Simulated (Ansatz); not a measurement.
Born–Oppenheimer molecular dynamics of BClH$_{2}$O$_{2}$ (6 atoms, charge 0, multiplicity 1). It starts from a relaxed structure.

Method: RKS PBE/6-31G* in Ansatz 0.2.0.

- ensemble: NVE (velocity Verlet)
- time step: 2.5 fs
- steps asked: 40
- starting velocities drawn for: 100 K
- seed: 996002

First frame:

```xyz
6
Properties=species:S:1:pos:R:3
B -0.093 -0.162 -0.104
O 0.051 -0.288 1.253
H -0.792 -0.134 1.721
O 0.965 -0.337 -0.946
H 1.765 -0.550 -0.425
Cl -1.675 0.238 -0.838
```

Q: What does the run give?

A: All steps were run.

```
steps done                                               : 40
time covered                                             : 100 fs
mean temperature over the second half                    : 222886 K
spread of the potential energy over the second half      : 746.2 meV per atom
mean potential energy of the second half above the start : 1171.7 meV per atom
```

The conserved energy changed by up to 32000 meV per atom, so the integration failed: the time step of 2.5 fs is too long for the fastest motions that this run met, and the later frames carry no physical meaning.

Q: What happens to the structure?

A: Parted: B1–Cl6 1.79 → 2.45 Å, O2–H3 0.98 → 62.75 Å. It ends as BHO2 + Cl + H. Pairs count as bonded within 1.25 times the sum of covalent radii (0.12 Å more for H–H). The details hang on the random start.

Q: How do temperature and energy run in time?

A: 
```json
{"time (fs)": "0", "T (K)": "100", "potential energy less start (eV)": "0.000", "conserved less start (meV/atom)": "0.00"}
{"time (fs)": "5", "T (K)": "63", "potential energy less start (eV)": "0.027", "conserved less start (meV/atom)": "1.32"}
{"time (fs)": "10", "T (K)": "34", "potential energy less start (eV)": "0.044", "conserved less start (meV/atom)": "1.58"}
{"time (fs)": "15", "T (K)": "40", "potential energy less start (eV)": "0.031", "conserved less start (meV/atom)": "0.10"}
{"time (fs)": "20", "T (K)": "31", "potential energy less start (eV)": "0.046", "conserved less start (meV/atom)": "1.77"}
{"time (fs)": "25", "T (K)": "39", "potential energy less start (eV)": "0.047", "conserved less start (meV/atom)": "2.48"}
{"time (fs)": "30", "T (K)": "66", "potential energy less start (eV)": "0.024", "conserved less start (meV/atom)": "1.03"}
{"time (fs)": "35", "T (K)": "59", "potential energy less start (eV)": "0.051", "conserved less start (meV/atom)": "4.90"}
{"time (fs)": "40", "T (K)": "50", "potential energy less start (eV)": "0.080", "conserved less start (meV/atom)": "9.04"}
{"time (fs)": "45", "T (K)": "102", "potential energy less start (eV)": "0.039", "conserved less start (meV/atom)": "6.69"}
{"time (fs)": "50", "T (K)": "142", "potential energy less start (eV)": "0.262", "conserved less start (meV/atom)": "47.29"}
{"time (fs)": "55", "T (K)": "453", "potential energy less start (eV)": "0.723", "conserved less start (meV/atom)": "150.89"}
{"time (fs)": "60", "T (K)": "55", "potential energy less start (eV)": "2.575", "conserved less start (meV/atom)": "425.23"}
{"time (fs)": "65", "T (K)": "2565", "potential energy less start (eV)": "0.078", "conserved less start (meV/atom)": "225.34"}
{"time (fs)": "70", "T (K)": "359783", "potential energy less start (eV)": "6.769", "conserved less start (meV/atom)": "32123.21"}
{"time (fs)": "75", "T (K)": "357362", "potential energy less start (eV)": "8.049", "conserved less start (meV/atom)": "32128.01"}
{"time (fs)": "80", "T (K)": "353912", "potential energy less start (eV)": "9.883", "conserved less start (meV/atom)": "32136.37"}
{"time (fs)": "85", "T (K)": "352460", "potential energy less start (eV)": "10.603", "conserved less start (meV/atom)": "32131.11"}
{"time (fs)": "90", "T (K)": "351480", "potential energy less start (eV)": "11.114", "conserved less start (meV/atom)": "32132.01"}
{"time (fs)": "95", "T (K)": "350249", "potential energy less start (eV)": "11.756", "conserved less start (meV/atom)": "32132.80"}
{"time (fs)": "100", "T (K)": "350184", "potential energy less start (eV)": "11.792", "conserved less start (meV/atom)": "32133.30"}
```

Run time: 66 s on 1 thread of Arm Neoverse V2, on a shared host, peak memory 0.11 GiB.
